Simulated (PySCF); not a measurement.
Two-component Hartree-Fock for Ga⁺ (gallium, charge +1)

Start: [Ar] 3d10 4s2. Calculated with PySCF 2.14 in x2c-TZVPall-2c with one added diffuse shell each of s, p, d type (7s8p5d1f, 63 functions): generalised Hartree-Fock with the X2C-1e Hamiltonian and a Gaussian nucleus; one run each with spin-orbit coupling (SO) switched off, then screened by Boettger's factors. This is a chosen level, not necessarily the ground level.

| spinor shell | electrons | ε, spin-free (eV) | ε, screened SO (eV) | weight of nominal j (screened SO) | rms radius, screened SO (bohr) |
| --- | --- | --- | --- | --- | --- |
| 1s1/2 | 2 | -10449.8 | -10449.6 | 1.000 | 0.0560 |
| 2s1/2 | 2 | -1349.5 | -1349.4 | 1.000 | 0.235 |
| 2p1/2 | 2 | -1171.3 | -1190.2 | 1.000 | 0.209 |
| 2p3/2 | 4 | -1171.3 | -1162.1 | 1.000 | 0.212 |
| 3s1/2 | 2 | -187.29 | -187.28 | 1.000 | 0.698 |
| 3p1/2 | 2 | -131.30 | -133.94 | 1.000 | 0.730 |
| 3p3/2 | 4 | -131.30 | -130.02 | 1.000 | 0.741 |
| 3d3/2 | 4 | -39.921 | -40.228 | 1.000 | 0.891 |
| 3d5/2 | 6 | -39.921 | -39.716 | 1.000 | 0.897 |
| 4s1/2 | 2 | -19.030 | -19.030 | 1.000 | 2.48 |

```csv
quantity,spin-free,screened SO
E (hartree),-1941.93349,-1941.99655
M_J,0,0
⟨J²⟩,0.000,0.000
⟨L²⟩,0.000,0.002
⟨S²⟩,0.000,0.002
```

Without spin-orbit coupling the j labels of p, d and f shells carry no meaning; the spin-free column gives the mean over the occupied spinors of each nl shell.
